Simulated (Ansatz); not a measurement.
Isolated molecules relaxed with PBE0-D4/def2-TZVP in Ansatz; ΔE leaves out vibrations. CCSD(T)/CBS is the MP2 limit (def2-TZVPP, def2-QZVPP) plus CCSD(T) − MP2 in def2-TZVPP, frozen cores. For Br outer-core shells are correlated without core-valence functions, which leaves a few kJ/mol of doubt a bond. Scalar relativity is left out up to krypton. One conformer a species, not always the lowest.

`CO[SiH](Br)O[SiH3]` + `CBN` → `CBN[SiH3]` + `CO[SiH](O)Br`  (ligand exchange at the Si–O bond)

`CO[SiH](Br)O[SiH3]`:

Cartesian coordinates in Å:
```
C 1.571 -0.244 -1.967
O 0.445 -0.316 -1.119
Si -0.129 0.885 -0.194
Br 1.504 1.638 1.119
O -1.330 0.301 0.703
Si -1.678 -0.680 1.978
H 1.681 -1.210 -2.460
H 2.479 -0.032 -1.394
H 1.446 0.529 -2.732
H -0.612 2.028 -0.989
H -0.619 -1.707 2.144
H -1.778 0.140 3.210
H -2.979 -1.333 1.701
```

`CBN`:

Cartesian coordinates in Å:
```
C -0.575 -0.174 1.012
B 0.533 -0.224 -0.097
N 0.378 0.415 -1.323
H -0.171 0.258 1.934
H -0.894 -1.187 1.278
H -1.464 0.398 0.733
H 1.561 -0.823 0.080
H 1.076 0.395 -2.047
H -0.444 0.942 -1.569
```

`CBN[SiH3]`:

Cartesian coordinates in Å:
```
C -0.294 1.637 0.203
B 0.964 0.702 0.198
N 0.871 -0.687 -0.010
Si -0.577 -1.617 -0.290
H -0.363 2.161 1.163
H -1.254 1.143 0.024
H -0.178 2.423 -0.551
H 2.059 1.166 0.376
H 1.735 -1.207 0.006
H -1.521 -1.516 0.853
H -0.160 -3.034 -0.453
H -1.283 -1.171 -1.518
```

`CO[SiH](O)Br`:

Cartesian coordinates in Å:
```
C -0.870 -0.964 -1.018
O -0.722 -0.100 0.088
Si 0.571 0.817 0.436
O 0.373 1.497 1.893
Br 2.377 -0.491 0.397
H -0.849 -0.408 -1.960
H -0.081 -1.721 -1.035
H -1.837 -1.461 -0.927
H 0.788 1.908 -0.528
H 0.250 0.925 2.653
```

```
             species  CCSD(T)/CBS(def2) energy (Eh)
`CO[SiH](Br)O[SiH3]`                    -3344.26761
               `CBN`                     -121.21267
         `CBN[SiH3]`                     -411.50704
      `CO[SiH](O)Br`                    -3053.94794
```

Problem. Work out ΔE.

Solution. ΔE = (-411.50704) + (-3053.94794) − (-3344.26761) − (-121.21267) = 0.02530 Eh = +66.4 kJ/mol.

Largest T1 diagnostic among the species: 0.012.

In def2-TZVPP, CCSD(T) changes the Hartree–Fock value by −12.2 kJ/mol (the triples alone add −1.9 kJ/mol) and MP2 by −12.4 kJ/mol.
